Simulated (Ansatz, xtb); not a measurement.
Relative energy of two isomers of C3H4BrNSSi

Structure I: `[SiH3]c1scnc1Br`, a singlet. Structure II: `[SiH3]c1nc(Br)cs1`, a singlet. Both are isolated molecules in the gas phase, relaxed with PBE0-D3(BJ)/def2-SVP.

Quicker runs give these differences E(II) − E(I): GFN2-xTB +1.5 kcal/mol; HF/STO-3G +0.4 kcal/mol (at GFN2-xTB geometries); r2SCAN-D4/def2-SVP +3.3 kcal/mol (at GFN2-xTB geometries).

Problem. Estimate E(II) − E(I) at the level CCSD(T)/def2-SVP + ΔMP2/def2-TZVPP.

Solution. Calculated at CCSD(T)/def2-SVP + ΔMP2/def2-TZVPP: E(II) − E(I) = +2.7 kcal/mol, so structure I lies lower.

The same difference at several levels:

```csv
level,geometry,E(II) − E(I) (kcal/mol),departure from the last row (kcal/mol),"job, with rough time for the two"
GFN2-xTB,GFN2-xTB,+1.5,−1.2,"optimisation, 0.42 s"
HF/STO-3G,GFN2-xTB,+0.4,−2.3,"single point, 0.94 s"
r2SCAN-D4/def2-SVP,GFN2-xTB,+3.3,+0.6,"single point, 9.3 s"
PBE0-D3(BJ)/def2-SVP,PBE0-D3(BJ)/def2-SVP,+3.0,+0.3,"optimisation, 3.3 min"
HF/def2-SVP,PBE0-D3(BJ)/def2-SVP,+2.6,−0.1,part of the CCSD(T) run
MP2/def2-SVP,PBE0-D3(BJ)/def2-SVP,+2.8,+0.1,part of the CCSD(T) run
CCSD(T)/def2-SVP,PBE0-D3(BJ)/def2-SVP,+2.7,0.0,single point
CCSD(T)/def2-SVP + ΔMP2/def2-TZVPP,PBE0-D3(BJ)/def2-SVP,+2.7,,"single point, 2.9 min"
```

As drawn, both hold the same kinds of bond in the same numbers.

HF/STO-3G finds them nearly level. The largest departure from CCSD(T)/def2-SVP + ΔMP2/def2-TZVPP is that of HF/STO-3G, 2.3 kcal/mol. A small imaginary or near-zero mode remains, so no thermal terms are given. The last row adds to CCSD(T) the change of the MP2 difference between the two basis sets, here 0.0 kcal/mol.

The correlated steps freeze 23 core orbitals; the filled d shell of Br is correlated, in a basis made for valence electrons. Programs: Ansatz 0.2.0, xtb 6.7.1; the last row on 2 threads of Arm Neoverse V1 on a shared host.
